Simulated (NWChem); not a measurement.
System: C$_{4}$H$_{5}$Cl; SMILES ClC1=CCC1

```xyz
10

Cl    -0.0085    -1.7755     0.0000
C     -0.0642    -0.0640     0.0000
C     -1.0614     0.8314     0.0000
C     -0.0945     1.9945     0.0000
C      1.0527     0.9392     0.0000
H     -2.1497     0.7566     0.0000
H     -0.1234     2.6357    -0.8962
H     -0.1234     2.6357     0.8962
H      1.6916     0.9363    -0.8973
H      1.6916     0.9363     0.8973
```
Atoms are numbered in this order, from 1.

Results from NWChem. Geometry: optimised at PBE0/def2-SVP. Level: PBE0/def2-SVP with SMD (1 M gas to 1 M solution), gas-phase geometry.

For solvent toluene:

solvation free energy (kcal/mol): -4.5
cavity-dispersion-structure term (kcal/mol): -3.3
dipole in solution (D): 1.79

### Question
How do the values read with solvent water instead?

### Answer
The solvation free energy (kcal/mol) comes out as 0.1 and the cavity-dispersion-structure term (kcal/mol) is 2.2. The dipole in solution (D) is 2.04.
